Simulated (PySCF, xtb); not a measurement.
SeSn, SMILES [Sn]=[Se] (connectivity only; charge and spin as stated), neutral, multiplicity 1.

Harmonic wavenumbers (cm⁻¹) from GFN2-xTB (xtb) at its own minimum, in rising order: 340.

Question: What does r2SCAN-D4/def2-TZVP run with PySCF give at its own minimum? (Estimate from the structure and the level; the computed values follow.)

Answer: 335. Paired by order, the mean absolute difference is 5 cm⁻¹ and the zero-point energies are 0.5 and 0.5 kcal/mol.
